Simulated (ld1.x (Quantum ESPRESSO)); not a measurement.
Logarithmic derivatives: tellurium (Te), TM

Te, norm-conserving Troullier–Martins (Kleinman–Bylander form), made with ld1.x (Quantum ESPRESSO) 7.5 (Wu–Cohen, fully relativistic). Core [Kr] 4d10, reference 5s2 5p4. Waves: 5s (bound): rc 1.60 bohr; 5d channel at 0.35 Ry: rc 1.65 bohr; 5p (bound): rc 1.80 bohr. Local part: the p channel. Core correction: Bessel-smoothed model core, default radius (core density twice the valence density).

Open shells are filled in proportion to 2j + 1 (rel_dist='average').

The phase is arctan(r·u′/u) with u = r·R(r), unwrapped; energies in Ry, scanned from -3 to 5 Ry. A pole is an energy at which the radial function vanishes at the test radius. The pseudo phase is shifted by a multiple of π to meet the all-electron one at the reference energy, and phase errors are pseudo minus all-electron; the curves can meet again beyond the range given. Levels narrower than the energy grid can be missing from the lists of poles.

Question: For each channel, where are the poles, and over which energies does the pseudopotential scatter like the atom?

Answer:

```tsv
channel	radius (bohr)	reference energy (Ry)	poles, all-electron	poles, pseudo	unbroken range about the reference energy with phases within 0.05 rad	phase error 1 Ry above the reference energy (rad)
s	1.95	-1.11	2.98	-0.78, 4.72	-1.6 to -0.9	-3.022
p1/2	1.95	-0.48	4.68	3.92	not even at the reference energy	+0.134
p3/2	1.95	-0.42	none	3.92	not even at the reference energy	-0.101
d3/2	1.95	0.35	-2.84	-2.30	above -1.9	+0.002
d5/2	1.95	0.35	-2.72	-2.24	above -1.9	+0.002
```

Note: ghost states, extra bound levels that the all-electron valence spectrum of the same l lacks: d3/2 at -34.2 eV, d5/2 at -33.6 eV, s at -10.2 eV. A true bound ghost makes a file unfit for plane-wave use. The potential misses its own reference levels by up to 0.6 eV.

Phases in the s channel:

| E (Ry) | all-electron | pseudo |
| --- | --- | --- |
| -3.00 | 1.034 | 0.989 |
| -2.76 | 0.974 | 0.924 |
| -2.52 | 0.897 | 0.841 |
| -2.28 | 0.795 | 0.734 |
| -2.04 | 0.657 | 0.592 |
| -1.80 | 0.467 | 0.407 |
| -1.56 | 0.214 | 0.170 |
| -1.32 | -0.093 | -0.109 |
| -1.08 | -0.408 | -0.409 |
| -0.84 | -0.677 | -0.836 |
| -0.60 | -0.882 | -3.817 |
| -0.36 | -1.032 | -4.033 |
| -0.12 | -1.142 | -4.164 |
| 0.12 | -1.226 | -4.259 |
| 0.36 | -1.290 | -4.332 |
| 0.60 | -1.341 | -4.390 |
| 0.84 | -1.382 | -4.436 |
| 1.08 | -1.416 | -4.475 |
| 1.32 | -1.445 | -4.507 |
| 1.56 | -1.470 | -4.535 |
| 1.80 | -1.492 | -4.559 |
| 2.04 | -1.511 | -4.579 |
| 2.28 | -1.529 | -4.598 |
| 2.52 | -1.544 | -4.614 |
| 2.76 | -1.559 | -4.629 |
| 3.00 | -1.572 | -4.642 |
| 3.24 | -1.585 | -4.654 |
| 3.48 | -1.597 | -4.665 |
| 3.72 | -1.608 | -4.676 |
| 3.96 | -1.619 | -4.685 |
| 4.20 | -1.630 | -4.694 |
| 4.44 | -1.640 | -4.703 |
| 4.68 | -1.651 | -4.711 |
| 4.92 | -1.661 | -4.719 |
